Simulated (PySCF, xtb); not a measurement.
hexane (C6H14), SMILES CCCCCC. The values are those of a single conformer.

Harmonic wavenumbers (cm⁻¹) from GFN2-xTB (xtb) at its own minimum, in rising order: 62, 87, 127, 165, 232, 252, 315, 401, 457, 771, 799, 834, 927, 931, 942, 1016, 1031, 1081, 1110, 1134, 1150, 1185, 1227, 1256, 1280, 1287, 1292, 1349, 1354, 1379, 1415, 1417, 1491, 1494, 1498, 1500, 1505, 1507, 1509, 1511, 2955, 2959, 2962, 2970, 2975, 2979, 2981, 2989, 3029, 3030, 3031, 3033, 3037, 3046.

**Question.** What does B3LYP-D3(BJ)/def2-SVP (PySCF) give at its own minimum? (The exact figures need the calculation; the answer reports its results.)

**Answer.** 71, 97, 142, 166, 252, 265, 318, 402, 462, 739, 762, 802, 882, 902, 913, 991, 1016, 1058, 1075, 1098, 1154, 1186, 1238, 1267, 1301, 1314, 1321, 1365, 1373, 1401, 1404, 1410, 1458, 1463, 1464, 1471, 1473, 1476, 1482, 1487, 3003, 3007, 3015, 3016, 3021, 3024, 3038, 3047, 3056, 3068, 3098, 3101, 3106, 3110. Paired by order, the mean absolute difference is 29 cm⁻¹ and the zero-point energies are 117.6 and 118.1 kcal/mol.
